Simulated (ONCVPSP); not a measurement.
**Mn: one change to an ONCV potential, before and after**

* Element: Mn (Z = 25)
* Generator: ONCVPSP 4.0.1
* Type: optimised norm-conserving Vanderbilt (ONCV)
* Functional: LDA (Perdew-Zunger)
* Relativity: scalar-relativistic
* Frozen core: [Ne]
* Valence charge: 15
* Reference configuration: 3s2 3p6 3d5 4s2
* Partial waves: 3s+4s: rc 1.50 bohr, ncon 4, nbas 7, qcut 7.3 1/bohr, 2 projectors; 3p: rc 1.15 bohr, ncon 4, nbas 8, qcut 14.8 1/bohr, 2 projectors, debl 1 Ha; 3d: rc 1.85 bohr, ncon 5, nbas 8, qcut 7.9 1/bohr, 1 projector; f scattering state at 0.08 Ha: rc 1.90 bohr, ncon 4, nbas 8, qcut 6.1 1/bohr, 3 projectors, debl 0.9 Ha
* Local potential: polynomial inside 0.90 bohr (lpopt 5, dvloc0 0 Ha)
* Core correction: polynomial model core, fcfact 0.65

In the p channel the program set the typed energies aside and used -2.002, 0.250 Ha.

Change: s: qcut 7.2; p: qcut 14.6; d: qcut 7.8; f: qcut 6.

Cutoffs: the cutoffs (Ha) at which the residual kinetic energy of the hardest occupied pseudo-wave falls to 1 and 0.1 mHa per electron; they do not see the model core or the augmentation charge, which bear on the density cutoff. Errors are all-electron minus pseudo energies relative to the spin-unpolarised reference configuration.

Problem. What does the change do?

Solution. The potential gets softer (37 Ha and 61 Ha → 31 Ha and 60 Ha); the errors of the 4 common tests hardly move; neither file shows a bound ghost.

| quantity | base | changed |
| --- | --- | --- |
| cutoff, loose | 37 Ha | 31 Ha |
| cutoff, tight | 61 Ha | 60 Ha |
| loose cutoff by channel | s 16 Ha, p 37 Ha, d 29 Ha | s 16 Ha, p 31 Ha, d 29 Ha |
| bound ghosts | none | none |
| GHOST(+) flags under 300 eV | none | none |
| error for 3s2 3p6 3d5 4s1, meV [ΔE 8.65 eV] | +0.6 | +0.7 |
| error for 3s2 3p6 3d5 4s0, meV [ΔE 24.53 eV] | +3.8 | +3.9 |
| error for 3s2 3p6 3d4 4s0, meV [ΔE 57.34 eV] | +12 | +13 |
| error for 3s2 3p6 3d5 4s1.5, meV [ΔE 3.47 eV] | 0.0 | 0.0 |
| s: phases at 1.52 bohr within 0.05 rad from the reference energy up to (Ha; the scan ends near 5) | to the end of the scan | to the end of the scan |
| p: phases at 1.17 bohr within 0.05 rad from the reference energy up to (Ha; the scan ends near 5) | to the end of the scan | to the end of the scan |
| d: phases at 1.88 bohr within 0.05 rad from the reference energy up to (Ha; the scan ends near 5) | 0.7 | 0.7 |
| f: phases at 1.92 bohr within 0.05 rad from the reference energy up to (Ha; the scan ends near 5) | to the end of the scan | to the end of the scan |
| rms error of d²Exc/dni dnj with the model core, mHa | 1.28 | 1.29 |
